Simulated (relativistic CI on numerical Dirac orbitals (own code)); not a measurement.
# One change at a time: Os²⁹⁺

Base calculation: Dirac-Coulomb-Breit CI, separate exchange-only KLI orbitals for each configuration, QED by a radiative potential, unscaled Slater integrals.

CI space (outside the closed core [Ar] 3d10): 4s2.4p6.4d10.4f, 4s2.4p6.4d9.4f2, 4s2.4p6.4d10.5s, 4s2.4p6.4d10.5p, 4s2.4p5.4d10.4f2, 4s2.4p6.4d10.5d, 4s.4p6.4d10.4f2, 4s2.4p6.4d9.4f.5s, 4s2.4p4.4d10.4f3, 4s2.4p6.4d9.5s2, 4s2.4p6.4d10.5f, 4s2.4p6.4d9.4f.5p, 4s2.4p6.4d8.4f2.5s, 4s2.4p6.4d9.5s.5p, 4s2.4p6.4d10.6s, 4s2.4p6.4d10.5g. Levels of other configurations are missing.

The lowest level and the first level of each name with at least 55 % of one term (blank where a level has no safe partner in the second run):

```tsv
Level	Base (cm⁻¹)	Shift (cm⁻¹)
4s2.4p6.4d10.4f 2F°_5/2	0	0
4s2.4p6.4d10.4f 2F°_7/2	35564	-135
4s2.4p6.4d10.5s 2S_1/2	1283411	-4276
4s2.4p6.4d9.4f2 4F_3/2	1625330	+193
4s2.4p6.4d9.4f2 4F_5/2	1630273	+197
4s2.4p6.4d9.4f2 4D_3/2	1689149	+157
4s2.4p6.4d9.4f2 4K_15/2	1689193	+88
4s2.4p6.4d9.4f2 4D_1/2	1702840	+144
4s2.4p6.4d9.4f2 4K_17/2	1703875	+16
4s2.4p6.4d9.4f2 4H_13/2	1706866	+80
4s2.4p6.4d9.4f2 2D_3/2	1728234	+90
4s2.4p6.4d10.5p 2P°_1/2	1738242	-767
4s2.4p6.4d9.4f2 2I_13/2	1744143	-22
4s2.4p6.4d9.4f2 2L_17/2	1744783	+34
4s2.4p6.4d9.4f2 4I_15/2	1747702	-9
4s2.4p6.4d9.4f2 2H_11/2	1756367	-24
4s2.4p6.4d9.4f2 2K_15/2	1803973	+26
```

At this charge energies of transitions that change n are usually good to better than 1 %, and those within a shell (Δn = 0) to a few per cent.

Question: One thing was changed in a second run, which moved the levels as shown. Which?
A. QED terms removed
B. Breit term removed
C. non-relativistic limit
D. configuration mixing switched off

Answer: A. QED terms removed. QED shifts follow the density of s (and p1/2) electrons at the nucleus, so configurations move by their count of such electrons; where none moves, the smaller shifts of p3/2 electrons and of j = l + 1/2 against j = l − 1/2 set the pattern.

LS names give the leading component of a level, which can be under half, so a name can repeat, a term be missing and a line seem to break the LS rules.
